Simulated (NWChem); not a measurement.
System: C₂H₆FNSi; SMILES [SiH2](/N=C/C)F

```xyz
11

C     -0.1855     2.7662     0.0000
C     -0.3702     1.2756     0.0005
N      0.6018     0.4559    -0.0007
Si     0.5335    -1.2702     0.0002
F     -0.9862    -1.8357    -0.0003
H     -0.6760     3.2084     0.8776
H      0.8763     3.0228     0.0040
H     -0.6681     3.2063    -0.8832
H     -1.4220     0.9403     0.0016
H      1.2087    -1.7570     1.2255
H      1.2103    -1.7585    -1.2236
```
Atoms are numbered in this order, from 1.

Computed with NWChem. Pople sets run with spherical d functions. The geometry was optimised at B3LYP/6-31G* (spherical d). LC-ωPBE (HJS hole) with 6-31G*; x = 1 − exp(−ω/0.25 bohr⁻¹) is a scale chosen for this fit.

```csv
row,x,−ε(HOMO) (eV)
ω = 0.20,0.551,8.40
ω = 0.25,0.632,8.88
ω = 0.30,0.699,9.30
ω = 0.35,0.753,withheld
ω = 0.60,0.909,10.82
```

Q: Fit a straight line of the last column on the one before it, predict the withheld value, and compare with the run.

A: 
1. Means of the 4 shown rows: x = 0.6978, y = 9.350. Slope Σ(x − x̄)(y − ȳ)/Σ(x − x̄)² = 0.4808/0.07049 = 6.821; intercept 4.591.
2. The shown rows scatter about the line by 0.043 (root mean square); the largest residual is -0.06, at ω = 0.30.
3. At x = 0.753 (ω = 0.35; inside the shown range) the line gives 9.73.
4. The run gives 9.66, -0.07 from the line, 1.6 times the scatter.
